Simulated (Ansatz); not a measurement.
tetraphenylgermane, `c1cc[c]([Ge]([c]2ccccc2)([c]2ccccc2)[c]2ccccc2)cc1`. The state is a singlet with charge 0. Geometry PBE-D4/def2-SVP, basis def2-TZVP, Ansatz.

```tsv
run	HOMO (eV)	LUMO (eV)
A	-6.11	-1.62
B	-7.09	-0.78
C	-6.03	-1.52
D	-6.66	-1.18
```

Single mean-field runs in def2-TZVP are fitted with def2-universal-jkfit.

Problem. The runs used PBE, PBE0, r2SCANh, revPBE. Estimate which is which.

Solution. A PBE (0 % exact exchange); B PBE0 (25 % exact exchange); C revPBE (0 % exact exchange); D r2SCANh (10 % exact exchange). Exact exchange lowers occupied and raises empty levels; among semilocal functionals meta-GGAs tend to open the gap a little, and such runs are hard to tell apart. The gap grows from 4.48 eV (PBE) to 6.30 eV (PBE0).
